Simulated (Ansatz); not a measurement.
Species: CBrCl$_{3}$, charge 0, singlet. CBrCl3 (bromo(trichloro)methane, SMILES ClC(Cl)(Cl)Br).
B3LYP-D3(BJ)/def2-TZVP minimum from Ansatz (a quantum-chemistry and plane-wave program):
```xyz
5

Cl    -1.2662     1.4824    -0.1617
C     -0.4171    -0.0629     0.0430
Cl    -0.9655    -1.2147    -1.1913
Cl    -0.7468    -0.7169     1.6599
Br     1.5182     0.2290    -0.1564
```

Total energies in def2-SVP, 32 correlated electrons, 30 frozen orbitals. Radicals and triplets start from unrestricted determinants; spin-orbit coupling is neglected. Correlated methods leave the cores frozen (noble-gas shells, and filled d and f shells in the p block). No relativity. Spin-orbit terms, left out, reach several kcal/mol for Br and I, and more for heavier atoms.

| method | program | energy (Eh) | minus CCSDT(Q) (mEh) |
|---|---|---|---|
| HF | Ansatz | -3987.94410 | 733.34 |
| MP2 | Ansatz | -3988.61377 | 63.67 |
| CCSD | Ansatz | -3988.65369 | 23.74 |
| CCSD(T) | Ansatz | -3988.67505 | 2.39 |
| CCSDT(Q) | Ansatz | -3988.67744 | 0.00 |

Rough core times of Ansatz's runs on a shared machine: CCSD(T) under 20 s, CCSDT(Q) 20 min.
